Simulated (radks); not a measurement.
Values are calculated unless marked as measured or tabulated.
Effect of the nuclear size on the molybdenum ion Mo3+, [Kr] 4d3. Level of theory: Dirac Kohn-Sham, relativistic LDA (MacDonald-Vosko exchange, VWN5 correlation), spin-unpolarised, spherical densities, finite nucleus; open shells fill j = l - 1/2 first; Fermi nuclear charge, rms radius 4.4091 fm (a radial shooting solver on a logarithmic mesh with Libxc functionals). The rms radius is varied about that value; shifts are against it.

rms radius (fm)  total energy shift (eV)  density at nucleus (e/bohr^3)  1s1/2 shift (meV)  2s1/2 shift (meV)  4s1/2 shift (meV)  4p1/2 shift (meV)  5s1/2 (empty) shift (meV)
3.858                             -0.345                       9.12e+04               -145              -15.5             -0.466              0.036                     -0.084
4.2107                            -0.129                      9.034e+04              -54.2              -5.81             -0.174              0.013                     -0.031
4.4091                                 0                      8.989e+04              0.000              0.000              0.000              0.000                      0.000
4.6207                             0.143                      8.944e+04               60.3               6.46              0.194             -0.015                      0.035
5.3571                             0.689                      8.802e+04                290               31.0              0.931             -0.071                      0.168

Slopes of the eigenvalues against <r^2> in GHz/fm^2, as finite differences over the two radii next to the reference (eigenvalue slopes, not the field-shift constants of lines): 1s1/2 7650, 2s1/2 819, 4s1/2 24.6, 4p1/2 -1.88, 5s1/2 (empty) 4.44.
